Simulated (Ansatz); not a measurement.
`O=C(O)C[SiH2]F` and `C#CCC(=O)O` differ in one atom or group.

Ansatz, PBE0-D4/def2-TZVP geometries, multiplicity 1. Each molecule was computed in one conformer, which needn't be the lowest.

```csv
property,`O=C(O)C[SiH2]F`
size of the dipole moment (ωB97M-V/def2-TZVPP) / D,2.17
HOMO–LUMO gap (ωB97M-V/def2-TZVPP) / eV,13.09
size of the dipole moment (PBE/def2-TZVPP) / D,2.22
LUMO energy (PBE/def2-TZVPP) / eV,-1.35
LUMO energy (PBE0/def2-TZVPP) / eV,-0.20
HOMO energy (ωB97M-V/def2-TZVPP) / eV,-11.01
```

Task: What does the change do to each property? (Best estimate.)

Result: The calculation gave: 
| property | `C#CCC(=O)O` | shift |
| --- | --- | --- |
| size of the dipole moment (ωB97M-V/def2-TZVPP) / D | 1.85 | -0.32 |
| HOMO–LUMO gap (ωB97M-V/def2-TZVPP) / eV | 12.61 | -0.48 |
| size of the dipole moment (PBE/def2-TZVPP) / D | 1.86 | -0.36 |
| LUMO energy (PBE/def2-TZVPP) / eV | -1.14 | 0.21 |
| LUMO energy (PBE0/def2-TZVPP) / eV | 0.02 | 0.22 |
| HOMO energy (ωB97M-V/def2-TZVPP) / eV | -10.30 | 0.71 |

With PBE0 the HOMO rises by 0.55 eV and the LUMO rises by 0.22 eV, so the gap narrows by about 0.33 eV. PBE moves the HOMO by 0.24 eV and ωB97M-V by 0.71 eV. Dipoles are sizes alone; their direction can turn.
